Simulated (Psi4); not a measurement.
BiI$_{3}$, triplet, at a GFN2-xTB geometry (such geometries of metal compounds can be far from the true shape) (a higher spin typed on purpose: for a closed-shell molecule this is an excited state) (core potentials on Bi, I).

Psi4 was given this input:
```
memory 2 GB

molecule {
0 3
Bi   -0.19221900   -0.15333299   -0.01028998
I     0.91037393   -2.89185738    0.04799698
I     2.00172748    1.59677686    0.10715770
I    -2.61107920    1.53520576   -0.13904017
}

set {
  basis def2-tzvp
  reference uks
}

energy('cam-b3lyp')
print_variables()
```

**Question.** What <S^2> does CAM-B3LYP/def2-TZVP (Psi4 1.11) give?

**Answer.** 2.026

**Question.** What is the computed number of basis functions (CAM-B3LYP/def2-TZVP)?

**Answer.** 200

**Question.** What is the computed nuclear repulsion energy (CAM-B3LYP/def2-TZVP)?

**Answer.** 516.0407 Eh

**Question.** Estimate the dipole moment that CAM-B3LYP/def2-TZVP returns for this input.

**Answer.** 0.64 D

**Question.** Give the total energy at the level CAM-B3LYP/def2-TZVP.

**Answer.** -1107.8161 Eh

These values belong to the state on which the SCF converged, which isn't shown to be the lowest.
